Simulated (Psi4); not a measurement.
C₄H₃O (SMILES [c-]1ccoc1), charge -1, singlet, at a GFN2-xTB geometry (a gas-phase anion, which may not be bound at this level); CCSD(T)/STO-3G (Psi4).

The Psi4 input:
```
memory 2 GB

molecule mol {
-1 1
O     0.003314   -0.000725    1.150856
C    -0.004809    1.109162    0.264486
C     0.006188   -1.058636    0.303081
C    -0.007157    0.814847   -1.065555
C     0.000394   -0.645473   -0.989758
H    -0.008079    2.061582    0.790059
H     0.012447   -2.041602    0.763395
H     0.001421   -1.333575   -1.833820
}

set {
  basis sto-3g
  reference rhf
}

energy('ccsd(t)')
print_variables()
```

### Question
Predict the main parts of the log of this Psi4 run.

### Answer

```
   => Loading Basis Set <=

    Name: STO-3G
    Role: ORBITAL
    Keyword: BASIS

         ---------------------------------------------------------
                                   SCF
               by Justin Turney, Rob Parrish, Andy Simmonett
                          and Daniel G. A. Smith
                              RHF Reference
         ---------------------------------------------------------

  ==> Geometry <==

    Molecular point group: c1
    Full point group: C1

    Geometry (in Angstrom), charge = -1, multiplicity = 1:

       Center              X                  Y                   Z               Mass
    ------------   -----------------  -----------------  -----------------  -----------------
         O            0.003400044351    -0.020172345262     1.146792464788    15.994914619570
         C           -0.004722955649     1.089714654738     0.260422464788    12.000000000000
         C            0.006274044351    -1.078083345262     0.299017464788    12.000000000000
         C           -0.007070955649     0.795399654738    -1.069618535212    12.000000000000
         C            0.000480044351    -0.664920345262    -0.993821535212    12.000000000000
         H           -0.007992955649     2.042134654738     0.785995464788     1.007825032230
         H            0.012533044351    -2.061049345262     0.759331464788     1.007825032230
         H            0.001507044351    -1.353022345262    -1.837883535212     1.007825032230

  Running in c1 symmetry.

  Rotational constants: A =      0.32888  B =      0.31637  C =      0.16125 [cm^-1]
  Rotational constants: A =   9859.52803  B =   9484.44188  C =   4834.17422 [MHz]
  Nuclear repulsion =  150.781891557253516

  Charge       = -1
  Multiplicity = 1
  Electrons    = 36
  Nalpha       = 18
  Nbeta        = 18

  ==> Algorithm <==

  SCF Algorithm Type is PK.
  DIIS enabled.
  MOM disabled.
  Fractional occupation disabled.
  Guess Type is SAD.
  Energy threshold   = 1.00e-08
  Density threshold  = 1.00e-08
  Integral threshold = 1.00e-12

  ==> Primary Basis <==

  Basis Set: STO-3G
    Blend: STO-3G
    Number of shells: 18
    Number of basis functions: 28
    Number of Cartesian functions: 28
    Spherical Harmonics?: true
    Max angular momentum: 1

  ==> Integral Setup <==

  Using in-core PK algorithm.
   Calculation information:
      Number of atoms:                   8
      Number of AO shells:              18
      Number of primitives:             54
      Number of atomic orbitals:        28
      Number of basis functions:        28

      Integral cutoff                 1.00e-12
      Number of threads:                 1

  Performing in-core PK
  Using 165242 doubles for integral storage.
  We computed 13846 shell quartets total.
  Whereas there are 14706 unique shell quartets.

  ==> DiskJK: Disk-Based J/K Matrices <==

    J tasked:                  Yes
    K tasked:                  Yes
    wK tasked:                  No
    Schwarz Cutoff:          1E-12

  Minimum eigenvalue in the overlap matrix is 1.8110766239E-01.
  Reciprocal condition number of the overlap matrix is 7.2962216249E-02.
    Using symmetric orthogonalization.

  ==> Pre-Iterations <==

  SCF Guess: Superposition of Atomic Densities via on-the-fly atomic UHF (no occupation information).

   -------------------------
    Irrep   Nso     Nmo
   -------------------------
     A         28      28
   -------------------------
    Total      28      28
   -------------------------

  ==> Iterations <==

                        Total Energy        Delta E     RMS |[F,P]|

   @RHF iter SAD:  -221.89614833318956   -2.21896e+02   0.00000e+00
   @RHF iter   1:  -224.83274894917247   -2.93660e+00   1.34644e-02 DIIS/ADIIS
   @RHF iter   2:  -224.91578750322506   -8.30386e-02   6.85143e-03 DIIS/ADIIS
   @RHF iter   3:  -224.93708024241789   -2.12927e-02   1.17347e-03 DIIS/ADIIS
   @RHF iter   4:  -224.93822691956910   -1.14668e-03   5.70256e-04 DIIS/ADIIS
   @RHF iter   5:  -224.93846171814650   -2.34799e-04   1.64923e-04 DIIS/ADIIS
   @RHF iter   6:  -224.93850264599621   -4.09278e-05   4.56801e-05 DIIS
   @RHF iter   7:  -224.93850590544665   -3.25945e-06   1.52165e-05 DIIS
   @RHF iter   8:  -224.93850619481421   -2.89368e-07   4.39985e-06 DIIS
   @RHF iter   9:  -224.93850622202041   -2.72062e-08   1.65648e-06 DIIS
   @RHF iter  10:  -224.93850622446612   -2.44572e-09   5.04302e-07 DIIS
   @RHF iter  11:  -224.93850622481185   -3.45722e-10   1.10638e-07 DIIS
   @RHF iter  12:  -224.93850622482998   -1.81331e-11   3.88737e-08 DIIS
   @RHF iter  13:  -224.93850622483285   -2.87059e-12   6.19362e-09 DIIS
  Energy and wave function converged.

  ==> Post-Iterations <==

    Orbital Energies [Eh]
    ---------------------

    Doubly Occupied:

[...]
    Virtual:

[...]
      28A      1.406380

    Final Occupation by Irrep:
              A
    DOCC [    18 ]
    NA   [    18 ]
    NB   [    18 ]

  @RHF Final Energy:  -224.93850622483285

   => Energetics <=

    Nuclear Repulsion Energy =            150.7818915572535161
    One-Electron Energy =                -616.7589045077563696
    Two-Electron Energy =                 241.0385067256700040
    Total Energy =                       -224.9385062248328495

Computation Completed

Properties will be evaluated at   0.000000,   0.000000,   0.000000 [a0]

Properties computed using the SCF density matrix

 Multipole Moments:

 ------------------------------------------------------------------------------------
     Multipole            Electronic (a.u.)      Nuclear  (a.u.)        Total (a.u.)
 ------------------------------------------------------------------------------------

 L = 1.  Multiply by 2.5417464519 to convert [e a0] to [Debye]
 Dipole X            :          0.0025145            0.0056853            0.0081999
 Dipole Y            :          0.2223942           -1.2862460           -1.0638518
 Dipole Z            :          1.2621879           -0.2687526            0.9934353
[...]
	One-electron energy          =   -616.75890449471672
	Two-electron energy          =    241.03850671263049
	Reference energy             =   -224.93850622483274

            **************************
            *                        *
            *        CCENERGY        *
            *                        *
            **************************

    Nuclear Rep. energy (wfn)     =  150.781891557253516
    SCF energy          (wfn)     = -224.938506224832850
    Reference energy    (file100) = -224.938506224832736

    Input parameters:
    -----------------
    Wave function   =     CCSD_T
    Reference wfn   =     RHF
    Brueckner       =     No
    Maxiter         =     50
    R_Convergence   =     1.0e-07
    E_Convergence   =     1.0e-06
    Restart         =     Yes
    DIIS            =     Yes
    AO Basis        =     NONE
    ABCD            =     NEW
    Cache Level     =     2
    Cache Type      =     LOW
    Print Level     =     1
    Num. of threads =     1
    # Amps to Print =     10
    Print MP2 Amps? =     No
    Analyze T2 Amps =     No
    Print Pair Ener =     No
    Local CC        =     No
    SCS-MP2         =     False
    SCSN-MP2        =     False
    SCS-CCSD        =     False

MP2 correlation energy -0.2702464888161984
                Solving CC Amplitude Equations
                ------------------------------
  Iter             Energy              RMS        T1Diag      D1Diag    New D1Diag    D2Diag
  ----     ---------------------    ---------   ----------  ----------  ----------   --------
     0        -0.270246488816198    0.000e+00    0.000000    0.000000    0.000000    0.176699
     1        -0.296679672944919    8.889e-02    0.009279    0.045158    0.045158    0.196340
     2        -0.312526462669439    3.344e-02    0.010362    0.048721    0.048721    0.214238
     3        -0.317376024908450    1.602e-02    0.012409    0.058555    0.058555    0.223177
     4        -0.317930900624478    4.871e-03    0.012834    0.060059    0.060059    0.226881
     5        -0.317959166208091    1.436e-03    0.012919    0.060441    0.060441    0.227704
     6        -0.317922884874856    5.128e-04    0.012930    0.060466    0.060466    0.227784
     7        -0.317923946827817    1.864e-04    0.012931    0.060473    0.060473    0.227806
     8        -0.317928798772374    6.368e-05    0.012932    0.060488    0.060488    0.227814
     9        -0.317928464854858    2.449e-05    0.012933    0.060498    0.060498    0.227813
    10        -0.317927928351799    1.086e-05    0.012933    0.060505    0.060505    0.227812
    11        -0.317927800778372    3.328e-06    0.012933    0.060508    0.060508    0.227812
    12        -0.317927832317056    1.089e-06    0.012933    0.060509    0.060509    0.227812
    13        -0.317927876090810    3.733e-07    0.012933    0.060509    0.060509    0.227812
    14        -0.317927891200779    1.214e-07    0.012933    0.060509    0.060509    0.227812
    15        -0.317927892173341    4.968e-08    0.012933    0.060509    0.060509    0.227812

    Iterations converged.

    Largest TIA Amplitudes:
             16   0         0.0367932788
             16   1        -0.0342630881
             15   0        -0.0290458542
             11   0        -0.0258253614
             17   5         0.0186558202
             17   3         0.0186143417
             17   2         0.0144918069
             17   4        -0.0097388327
             14   3         0.0097014613
             17   6         0.0089758181

    Largest TIjAb Amplitudes:
     15  15   0   0        -0.1151346666
     16  16   0   0        -0.0961321838
     16  16   1   1        -0.0845330305
     16  16   0   1         0.0556968407
     16  16   1   0         0.0556968407
     17  17   1   1        -0.0446275451
     15  15   0   1        -0.0442563174
     15  15   1   0        -0.0442563174
     15  15   1   1        -0.0388047523
     11  11   0   0        -0.0381159093

    SCF energy       (wfn)                    = -224.938506224832850
    Reference energy (file100)                = -224.938506224832736

    Opposite-spin MP2 correlation energy      =   -0.214075315929536
    Same-spin MP2 correlation energy          =   -0.056171172886663
    Singles MP2 correlation energy            =   -0.000000000000000
    MP2 correlation energy                    =   -0.270246488816198
      * MP2 total energy                      = -225.208752713648948

    Opposite-spin CCSD correlation energy     =   -0.268112010524847
    Same-spin CCSD correlation energy         =   -0.049815881648494
    Singles CCSD correlation energy           =    0.000000000000000
    CCSD correlation energy                   =   -0.317927892173341
      * CCSD total energy                     = -225.256434117006080

            **************************
            *                        *
            *        CCTRIPLES       *
            *                        *
            **************************

    Wave function   =    CCSD_T
    Reference wfn   =      RHF

    Nuclear Rep. energy (wfn)                =  150.781891557253516
    SCF energy          (wfn)                = -224.938506224832850
    Reference energy    (file100)            = -224.938506224832736
    CCSD energy         (file100)            =   -0.317927892173341
    Total CCSD energy   (file100)            = -225.256434117006080

    Number of ijk index combinations:             1140
    Approx. words needed per explicit thread:            4000
    Number of threads for explicit ijk threading:    1

    MKL num_threads set to 1 for explicit threading.

    (T) energy                                =   -0.009624906678285
      * CCSD(T) total energy                  = -225.266059023684363

  Variable Map:
  ----------------------------------------------------------------------------
[...]
  Array Variable Map:
  ----------------------------------------------------------------------------
[...]
[...]
```
